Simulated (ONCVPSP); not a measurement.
## C: one change to an ONCV potential, before and after

* Element: carbon
* Generator: ONCVPSP 4.0.1
* Type: optimised norm-conserving Vanderbilt (ONCV)
* Functional: PBE
* Relativity: non-relativistic
* Frozen core: [He]
* Valence charge: 4
* Reference configuration: 2s2 2p2
* Partial waves: 2s: rc 1.10 bohr, ncon 4, nbas 7, qcut 5.1 1/bohr, 2 projectors, debl 2.6 Ha; 2p: rc 2.80 bohr, ncon 4, nbas 7, qcut 5 1/bohr, 2 projectors, debl 2.1 Ha
* Local potential: polynomial inside 0.70 bohr (lpopt 5, dvloc0 1 Ha)
* Core correction: Teter function, fcfact 5.75, rcfact 1.35

Change: all radii but the core radius scaled by about 0.91 (s 1.00, p 2.54 bohr); local potential polynomial inside 0.64 bohr (lpopt 5, dvloc0 1 Ha).

Cutoffs: the cutoffs (Ha) at which the residual kinetic energy of the hardest occupied pseudo-wave falls to 1 and 0.1 mHa per electron; they do not see the model core or the augmentation charge, which bear on the density cutoff. Errors are all-electron minus pseudo energies relative to the spin-unpolarised reference configuration.

Task: Predict the effect on cutoff, ghosts and configuration errors.

Result: The potential gets neither clearly harder nor softer (39 Ha and 90 Ha → 39 Ha and 101 Ha); a bound ghost appears in p, which as a rule spoils a file; of the 4 tests that both files solve, the error grows in 0 and shrinks in 3 by more than 15 % and 0.3 meV (median size 562.7 → 434.2 meV). Less of the atom is replaced, so other configurations are described better.

| quantity | base | changed |
| --- | --- | --- |
| cutoff, loose | 39 Ha | 39 Ha |
| cutoff, tight | 90 Ha | 101 Ha |
| loose cutoff by channel | s 39 Ha, p 8.3 Ha | s 39 Ha, p 9.1 Ha |
| bound ghosts | none | p |
| GHOST(+) flags under 300 eV | p at 74.4 eV | none |
| error for 2s2 2p1, meV [ΔE 10.86 eV] | +135 | +87 |
| error for 2s2 2p0, meV [ΔE 35.02 eV] | +990 | +776 |
| error for 2s1 2p0, meV [ΔE 83.20 eV] | +1935 | +1556 |
| error for 2s1 2p2, meV [ΔE 19.60 eV] | -84 | -93 |
| rms error of d²Exc/dni dnj with the model core, mHa | 1.21 | 1.48 |

 A true bound ghost makes a file unfit for plane-wave use even where its test errors are small: the radial tests pick states by their node count and pass the ghost by.
